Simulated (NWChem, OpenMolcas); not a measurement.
## NWChem → OpenMolcas

NWChem 7.3.0 runs this on C3H10Si (trimethylsilane):

c3h10si.nw:
```
START c3h10si
TITLE "C3H10Si energy"
memory total 2200 mb
GEOMETRY units au noautosym nocenter noautoz
   C  -1.98324300  2.35678516 -2.35547936
   Si -0.64023921 -0.02759000  0.65932544
   C   2.34212656  1.29276164  2.03674682
   C  -0.09694295 -3.31968188 -0.52458797
   H  -3.74314494  1.62848472 -3.15388865
   H  -2.34059021  4.27693588 -1.68405967
   H  -0.59391635  2.46771209 -3.88143321
   H  -2.60687719 -0.11206076  2.68416699
   H   3.83425431  1.38611411  0.61000359
   H   3.02696331  0.11999761  3.59274731
   H   2.04430572  3.20138503  2.76712596
   H  -1.83076667 -4.12716186 -1.30353308
   H   1.33584740 -3.33971298 -2.01388113
   H   0.55161106 -4.56009811  0.99399594
END
BASIS spherical bse
   C library cc-pVDZ
   Si library cc-pVDZ
   H library cc-pVDZ
END
DFT
   xc xpbe96 cpbe96
   grid fine
   convergence energy 1e-08
   iterations 100
   mulliken
END
TASK dft energy
```

```bash
$ nwchem c3h10si.nw > c3h10si.out
```

One bond was lengthened or shortened from a relaxed shape.

It gives a total energy of -409.498740 Eh.

Problem. Translate the job to OpenMolcas 26.06 as an input file of the program's own.

Solution. For example:

calc.input:
```
&gateway
 baslib
 $CurrDir
 basisset
 C.cc-pVDZ....
 C1 -1.049487 1.247157 -1.246466 angstrom
 C3 1.239400 0.684100 1.077800 angstrom
 C4 -0.051300 -1.756700 -0.277600 angstrom
 End of Basis
 basisset
 Si.cc-pVDZ....
 Si2 -0.338800 -0.014600 0.348900 angstrom
 End of Basis
 basisset
 H.cc-pVDZ....
 H5 -1.980787 0.861757 -1.668966 angstrom
 H6 -1.238587 2.263257 -0.891166 angstrom
 H7 -0.314287 1.305857 -2.053966 angstrom
 H8 -1.379500 -0.059300 1.420400 angstrom
 H9 2.029000 0.733500 0.322800 angstrom
 H10 1.601800 0.063500 1.901200 angstrom
 H11 1.081800 1.694100 1.464300 angstrom
 H12 -0.968800 -2.184000 -0.689800 angstrom
 H13 0.706900 -1.767300 -1.065700 angstrom
 H14 0.291900 -2.413100 0.526000 angstrom
 End of Basis

&seward
 gridinput
 Grid=UltraFine
 End of Grid

&scf
 ksdft
 PBE
 thresholds
 1e-10 1e-07 1e-07 1e-05
 prorbitals
 1 2
```

```bash
$ export MOLCAS_MEM=1860
$ pymolcas calc.input > calc.log
```

(Basis files named in the input come from the Basis Set Exchange and aren't shown.)

Its energy is -409.498740 Eh, 0.000 mEh from the first.
